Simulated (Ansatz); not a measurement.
`CCCCCC[Si](OC)(OC)OC` was relaxed with PBE-D4 (def2-SVP) in Ansatz in these states: charge -1 doublet, neutral singlet. The geometries follow in no particular order.

A:

Cartesian coordinates in Å:
```
C -2.618 -2.310 -1.660
C -1.321 -2.309 -0.851
C -0.070 -2.458 -1.725
C 1.254 -2.506 -0.942
C 1.432 -1.365 0.074
C 1.349 0.058 -0.487
Si 0.884 1.362 0.965
O 0.644 2.192 2.548
C 1.685 2.905 3.120
O 0.737 2.839 0.032
C 0.358 2.878 -1.303
O -0.735 0.671 1.004
C -1.758 1.112 1.845
H -3.511 -2.194 -1.010
H -2.746 -3.250 -2.242
H -2.632 -1.471 -2.388
H -1.250 -1.364 -0.268
H -1.346 -3.133 -0.101
H -0.160 -3.375 -2.355
H -0.038 -1.603 -2.437
H 1.315 -3.485 -0.406
H 2.097 -2.503 -1.671
H 0.657 -1.479 0.865
H 2.401 -1.495 0.608
H 2.301 0.356 -0.983
H 0.543 0.131 -1.254
H 2.693 2.454 2.891
H 1.582 2.937 4.235
H 1.738 3.971 2.770
H 0.123 3.931 -1.602
H -0.557 2.270 -1.524
H 1.150 2.519 -2.015
H -1.526 0.968 2.929
H -2.694 0.545 1.613
H -1.982 2.201 1.725
```

B:

```xyz
35

C    -0.829   -1.126   -4.276
C    -1.208   -0.251   -3.080
C    -2.077   -0.982   -2.049
C    -2.551   -0.112   -0.875
C    -1.434    0.550   -0.053
C    -0.441   -0.436    0.589
Si    0.918    0.415    1.548
O     0.377    1.419    2.767
C     0.020    1.018    4.075
O     1.947   -0.667    2.317
C     2.624   -1.727    1.673
O     1.713    1.380    0.443
C     2.678    2.358    0.794
H    -0.198   -0.578   -5.005
H    -1.730   -1.485   -4.817
H    -0.262   -2.025   -3.954
H    -0.283    0.126   -2.592
H    -1.748    0.656   -3.433
H    -2.969   -1.405   -2.562
H    -1.517   -1.865   -1.664
H    -3.221    0.686   -1.265
H    -3.180   -0.734   -0.199
H    -0.868    1.264   -0.688
H    -1.893    1.171    0.746
H    -0.968   -1.143    1.268
H     0.043   -1.069   -0.188
H    -1.007    0.588    4.107
H     0.034    1.908    4.738
H     0.725    0.263    4.485
H     3.314   -2.205    2.399
H     3.230   -1.376    0.806
H     1.925   -2.513    1.303
H     2.303    3.035    1.594
H     2.909    2.967   -0.104
H     3.625    1.895    1.152
```

**Question.** Judge from the bond lengths which geometry belongs to which state (an estimate).

**Answer.** A is the charge -1 doublet (C6–Si7 2.007 Å, Si7–O8 1.803 Å, Si7–O12 1.761 Å); B is the neutral singlet (C6–Si7 1.869 Å, Si7–O8 1.669 Å, Si7–O12 1.669 Å).

At PBE-D4/def2-SVP the highest occupied level of the relaxed charge -1 doublet lies above zero (up to 2.06 eV). By energy differences it is unbound by 1.41 eV (each at its own geometry, against the charge 0 singlet, at PBE-D4/def2-SVP) and held by the finite basis.
